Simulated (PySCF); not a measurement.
A structure optimised at B3LYP-D3(BJ)/def2-SVP, used in a PySCF frequency run:

```xyz
4

W      0.2624    -0.1857     0.0000
O      0.8393     0.6801     1.3222
O      0.8393     0.6801    -1.3222
Cl    -1.9322     0.1683     0.0000
```
Charge +1, spin multiplicity 1.

Q: Write its SMILES, formula and point group.

A: [O]=[W+](=[O])[Cl], ClO2W, Cs

Q: What are its rotational constants (standard atomic weights)?

A: 6.4887, 2.6691, 2.2629 GHz
